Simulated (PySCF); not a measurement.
# Correlation energy of Cu- (copper, charge -1)

[Ar] 3d10 4s2, closed-shell 1S. Calculation: PySCF 2.14, in aug-cc-pVTZ-DK (8s7p5d3f2g, 93 functions); the spin-free X2C one-electron Hamiltonian (Gaussian nucleus). Frozen: [Ar]; 12 electrons correlated.

MP2 pair energies summed by pair of shells (mhartree):

```tsv
pair	energy	share (%)
3d-3d	-502.01	89.9
3d-4s	-38.40	6.9
4s-4s	-17.97	3.2
```

Total MP2 correlation energy: -558.38 mhartree.

Same-spin part -199.03 and opposite-spin part -359.35 mhartree; SCS-MP2 scales them by 1/3 and 6/5 to -497.57 mhartree.

MP2 falls well short for the outer s pair, which is nearly degenerate with np².
